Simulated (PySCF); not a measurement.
I3Sb, SMILES [I][Sb-]([I])[I], charge -1, multiplicity 2. Coordinates come from a PBE0-D3(BJ)/def2-SVPD optimisation. The def2 effective core potentials stand for the cores of I, Sb; spin–orbit coupling is left out.

Computed equilibrium geometry at PBE0-D3(BJ)/def2-SVPD (PySCF confirms it by a frequency run) as bond lengths and angles, and its point group:
point group C2v.
Atoms: Sb1 I2 I3 I4. Bond lengths (Å): Sb1–I2 2.783, Sb1–I3 2.996, Sb1–I4 2.996. Bond angles (°): I2–Sb1–I3 97.3, I2–Sb1–I4 97.3, I3–Sb1–I4 165.4.
Charge -1, spin multiplicity 2.
